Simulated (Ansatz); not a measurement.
# Molecular dynamics of FGeH₃

Input:

```yaml
crystal:
  periodic: [false, false, false]
  atoms:
    - { symbol: Ge, position_ang: [-0.257675, 0.0, 0.314902] }
    - { symbol: H, position_ang: [0.982515, 0.0, 1.385327] }
    - { symbol: F, position_ang: [1.754739, 0.0, 0.390589] }
    - { symbol: H, position_ang: [-0.581789, 1.221203, -0.579859] }
    - { symbol: H, position_ang: [-0.581789, -1.221203, -0.579859] }
basis:
  gaussian: { orbitals: def2-SVP }
hamiltonian:
  xc: cam_b3lyp
md:
  timestep: 0.5
  n_steps: 200
  ensemble: nve
  temperature: 100.0
  initial_velocities: maxwell_boltzmann
  seed: 10685
```

Run as:

```bash
$ ansatz run input.yaml --threads 2 --pin off --max-ram 3072MiB --backend cpu --events-out ev --progress --plain --runs-dir out
```

It starts at the highest image of a converged band. Of that band: Neighbouring images differ by up to 1.3 eV, so the band resolves the path poorly. A vibrational analysis at the climbing image gives one clearly imaginary mode, 1370i cm⁻¹: a first-order saddle point.

Output, in part (one step line in 4, the closing report, with atoms numbered from 0):

```
md step     0: t =     0.00 fs  T =   100.0 K  F+E_penalty+E_count = -59275.00875529 eV  E_kin = 0.038778 eV  conserved = -59274.96997729 eV  (27 SCF iters)
md step     4: t =     2.00 fs  T =    91.6 K  F+E_penalty+E_count = -59275.00547772 eV  E_kin = 0.035528 eV  conserved = -59274.96994982 eV  (24 SCF iters)
md step     8: t =     4.00 fs  T =    82.5 K  F+E_penalty+E_count = -59275.00190499 eV  E_kin = 0.032005 eV  conserved = -59274.96989955 eV  (25 SCF iters)
md step    12: t =     6.00 fs  T =   104.6 K  F+E_penalty+E_count = -59275.01039344 eV  E_kin = 0.040545 eV  conserved = -59274.96984840 eV  (26 SCF iters)
md step    16: t =     8.00 fs  T =   195.0 K  F+E_penalty+E_count = -59275.04537742 eV  E_kin = 0.075627 eV  conserved = -59274.96975082 eV  (26 SCF iters)
md step    20: t =    10.00 fs  T =   416.2 K  F+E_penalty+E_count = -59275.13121110 eV  E_kin = 0.161403 eV  conserved = -59274.96980792 eV  (27 SCF iters)
md step    24: t =    12.00 fs  T =   704.2 K  F+E_penalty+E_count = -59275.24416323 eV  E_kin = 0.273076 eV  conserved = -59274.97108677 eV  (27 SCF iters)
md step    28: t =    14.00 fs  T =   769.1 K  F+E_penalty+E_count = -59275.26704515 eV  E_kin = 0.298239 eV  conserved = -59274.96880662 eV  (27 SCF iters)
md step    32: t =    16.00 fs  T =  1327.3 K  F+E_penalty+E_count = -59275.48727383 eV  E_kin = 0.514697 eV  conserved = -59274.97257696 eV  (25 SCF iters)
md step    36: t =    18.00 fs  T =  1219.7 K  F+E_penalty+E_count = -59275.44281184 eV  E_kin = 0.472982 eV  conserved = -59274.96983001 eV  (28 SCF iters)
md step    40: t =    20.00 fs  T =  1419.2 K  F+E_penalty+E_count = -59275.52015258 eV  E_kin = 0.550339 eV  conserved = -59274.96981330 eV  (27 SCF iters)
md step    44: t =    22.00 fs  T =  1828.7 K  F+E_penalty+E_count = -59275.68220318 eV  E_kin = 0.709150 eV  conserved = -59274.97305287 eV  (27 SCF iters)
md step    48: t =    24.00 fs  T =  1752.8 K  F+E_penalty+E_count = -59275.64977270 eV  E_kin = 0.679697 eV  conserved = -59274.97007549 eV  (26 SCF iters)
md step    52: t =    26.00 fs  T =  1789.8 K  F+E_penalty+E_count = -59275.66542626 eV  E_kin = 0.694033 eV  conserved = -59274.97139337 eV  (26 SCF iters)
md step    56: t =    28.00 fs  T =  1486.1 K  F+E_penalty+E_count = -59275.54524710 eV  E_kin = 0.576264 eV  conserved = -59274.96898313 eV  (27 SCF iters)
md step    60: t =    30.00 fs  T =  1874.9 K  F+E_penalty+E_count = -59275.70078432 eV  E_kin = 0.727037 eV  conserved = -59274.97374702 eV  (25 SCF iters)
md step    64: t =    32.00 fs  T =  1481.2 K  F+E_penalty+E_count = -59275.54193147 eV  E_kin = 0.574375 eV  conserved = -59274.96755661 eV  (25 SCF iters)
md step    68: t =    34.00 fs  T =  1684.7 K  F+E_penalty+E_count = -59275.62604940 eV  E_kin = 0.653293 eV  conserved = -59274.97275676 eV  (25 SCF iters)
md step    72: t =    36.00 fs  T =  1228.0 K  F+E_penalty+E_count = -59275.44483447 eV  E_kin = 0.476179 eV  conserved = -59274.96865557 eV  (26 SCF iters)
md step    76: t =    38.00 fs  T =  1582.7 K  F+E_penalty+E_count = -59275.58684137 eV  E_kin = 0.613732 eV  conserved = -59274.97310915 eV  (25 SCF iters)
md step    80: t =    40.00 fs  T =  1190.7 K  F+E_penalty+E_count = -59275.42902583 eV  E_kin = 0.461745 eV  conserved = -59274.96728096 eV  (24 SCF iters)
md step    84: t =    42.00 fs  T =  1484.4 K  F+E_penalty+E_count = -59275.54929803 eV  E_kin = 0.575617 eV  conserved = -59274.97368082 eV  (25 SCF iters)
md step    88: t =    44.00 fs  T =  1009.4 K  F+E_penalty+E_count = -59275.36011092 eV  E_kin = 0.391421 eV  conserved = -59274.96868943 eV  (26 SCF iters)
md step    92: t =    46.00 fs  T =  1284.1 K  F+E_penalty+E_count = -59275.47022218 eV  E_kin = 0.497947 eV  conserved = -59274.97227519 eV  (27 SCF iters)
md step    96: t =    48.00 fs  T =   965.2 K  F+E_penalty+E_count = -59275.34237528 eV  E_kin = 0.374275 eV  conserved = -59274.96809994 eV  (25 SCF iters)
md step   100: t =    50.00 fs  T =  1264.3 K  F+E_penalty+E_count = -59275.46426094 eV  E_kin = 0.490266 eV  conserved = -59274.97399459 eV  (26 SCF iters)
md step   104: t =    52.00 fs  T =   885.6 K  F+E_penalty+E_count = -59275.31225546 eV  E_kin = 0.343403 eV  conserved = -59274.96885262 eV  (27 SCF iters)
md step   108: t =    54.00 fs  T =  1163.1 K  F+E_penalty+E_count = -59275.42251864 eV  E_kin = 0.451027 eV  conserved = -59274.97149125 eV  (25 SCF iters)
md step   112: t =    56.00 fs  T =  1049.8 K  F+E_penalty+E_count = -59275.37654755 eV  E_kin = 0.407104 eV  conserved = -59274.96944346 eV  (25 SCF iters)
md step   116: t =    58.00 fs  T =  1348.4 K  F+E_penalty+E_count = -59275.49682143 eV  E_kin = 0.522891 eV  conserved = -59274.97393088 eV  (25 SCF iters)
md step   120: t =    60.00 fs  T =  1076.3 K  F+E_penalty+E_count = -59275.38660410 eV  E_kin = 0.417350 eV  conserved = -59274.96925398 eV  (24 SCF iters)
md step   124: t =    62.00 fs  T =  1257.3 K  F+E_penalty+E_count = -59275.45836184 eV  E_kin = 0.487561 eV  conserved = -59274.97080112 eV  (26 SCF iters)
md step   128: t =    64.00 fs  T =  1257.0 K  F+E_penalty+E_count = -59275.45842170 eV  E_kin = 0.487428 eV  conserved = -59274.97099327 eV  (25 SCF iters)
md step   132: t =    66.00 fs  T =  1380.7 K  F+E_penalty+E_count = -59275.50861689 eV  E_kin = 0.535390 eV  conserved = -59274.97322640 eV  (25 SCF iters)
md step   136: t =    68.00 fs  T =  1152.1 K  F+E_penalty+E_count = -59275.41648972 eV  E_kin = 0.446752 eV  conserved = -59274.96973764 eV  (26 SCF iters)
md step   140: t =    70.00 fs  T =  1180.2 K  F+E_penalty+E_count = -59275.42766385 eV  E_kin = 0.457657 eV  conserved = -59274.97000663 eV  (26 SCF iters)
md step   144: t =    72.00 fs  T =  1362.3 K  F+E_penalty+E_count = -59275.50082286 eV  E_kin = 0.528270 eV  conserved = -59274.97255260 eV  (24 SCF iters)
md step   148: t =    74.00 fs  T =  1333.3 K  F+E_penalty+E_count = -59275.48872662 eV  E_kin = 0.517022 eV  conserved = -59274.97170440 eV  (25 SCF iters)
md step   152: t =    76.00 fs  T =  1253.6 K  F+E_penalty+E_count = -59275.45669147 eV  E_kin = 0.486138 eV  conserved = -59274.97055310 eV  (25 SCF iters)
md step   156: t =    78.00 fs  T =  1098.3 K  F+E_penalty+E_count = -59275.39527851 eV  E_kin = 0.425885 eV  conserved = -59274.96939365 eV  (25 SCF iters)
md step   160: t =    80.00 fs  T =  1373.8 K  F+E_penalty+E_count = -59275.50644461 eV  E_kin = 0.532718 eV  conserved = -59274.97372620 eV  (25 SCF iters)
md step   164: t =    82.00 fs  T =  1073.8 K  F+E_penalty+E_count = -59275.38592335 eV  E_kin = 0.416388 eV  conserved = -59274.96953496 eV  (25 SCF iters)
md step   168: t =    84.00 fs  T =  1096.3 K  F+E_penalty+E_count = -59275.39661278 eV  E_kin = 0.425124 eV  conserved = -59274.97148832 eV  (25 SCF iters)
md step   172: t =    86.00 fs  T =   736.7 K  F+E_penalty+E_count = -59275.25453375 eV  E_kin = 0.285670 eV  conserved = -59274.96886359 eV  (26 SCF iters)
md step   176: t =    88.00 fs  T =  1059.9 K  F+E_penalty+E_count = -59275.38496054 eV  E_kin = 0.411010 eV  conserved = -59274.97395016 eV  (28 SCF iters)
md step   180: t =    90.00 fs  T =   651.0 K  F+E_penalty+E_count = -59275.22022142 eV  E_kin = 0.252453 eV  conserved = -59274.96776840 eV  (26 SCF iters)
md step   184: t =    92.00 fs  T =   888.3 K  F+E_penalty+E_count = -59275.31693819 eV  E_kin = 0.344460 eV  conserved = -59274.97247781 eV  (26 SCF iters)
md step   188: t =    94.00 fs  T =   498.2 K  F+E_penalty+E_count = -59275.16184358 eV  E_kin = 0.193197 eV  conserved = -59274.96864673 eV  (28 SCF iters)
md step   192: t =    96.00 fs  T =   858.4 K  F+E_penalty+E_count = -59275.30657264 eV  E_kin = 0.332857 eV  conserved = -59274.97371532 eV  (28 SCF iters)
md step   196: t =    98.00 fs  T =   421.8 K  F+E_penalty+E_count = -59275.13067003 eV  E_kin = 0.163582 eV  conserved = -59274.96708836 eV  (29 SCF iters)
md step   200: t =   100.00 fs  T =   759.0 K  F+E_penalty+E_count = -59275.26755276 eV  E_kin = 0.294321 eV  conserved = -59274.97323201 eV  (27 SCF iters)
Total energy: -59275.26765316 eV, -2178.3259080340 hartree
Atom 0 at    -0.570002    -0.006288     0.285608 Å, force    -0.135651     0.144800    -0.191595 eV/Å
Atom 1 at     2.444922    -0.154059    -0.193109 Å, force     0.645839     0.135758     0.629005 eV/Å
Atom 2 at     2.880782     0.033952     0.617685 Å, force    -0.709661    -0.164281    -0.766008 eV/Å
Atom 3 at    -0.637580     1.081012    -0.895297 Å, force     0.093758     0.035659     0.227542 eV/Å
Atom 4 at    -0.707383    -1.113831    -0.855433 Å, force     0.105714    -0.151936     0.101055 eV/Å
Dipole moment:    -0.141715    -0.072436    -0.263070 e Å
```

All steps were run. The conserved energy stayed within 0.83 meV per atom of its start (net change -0.65 meV per atom), so the integration is sound. The kinetic energy rose, since the run started high on the potential surface and went downhill. It ends in pieces (FH + GeH2), so much of that is their flight and rotation, not heat. A run of 0.1 ps of so small a system gives no equilibrium averages. The orbitals stay closed-shell, which can raise the energy where a bond breaks towards radicals; this wasn't checked here.

Between its relaxed ends the band would form H2–F3 and break Ge1–H2, Ge1–F3. These pairs go: H2–F3 1.26 → 0.94 Å, Ge1–H2 1.64 → 3.06 Å, Ge1–F3 2.01 → 3.47 Å. In the last frame they stand as after the step (other bonds may differ from the relaxed reactants and products). It ends as FH + GeH2. Pairs count as bonded within 1.25 times the sum of covalent radii (0.12 Å more for H–H).

Last frame:

```xyz
5
Properties=species:S:1:pos:R:3
Ge -0.570 -0.006 0.286
H 2.445 -0.154 -0.193
F 2.881 0.034 0.618
H -0.638 1.081 -0.895
H -0.707 -1.114 -0.855
```

Run time: 3.1 min on 2 threads of Arm Neoverse V1 (shared host), peak memory 0.12 GiB.
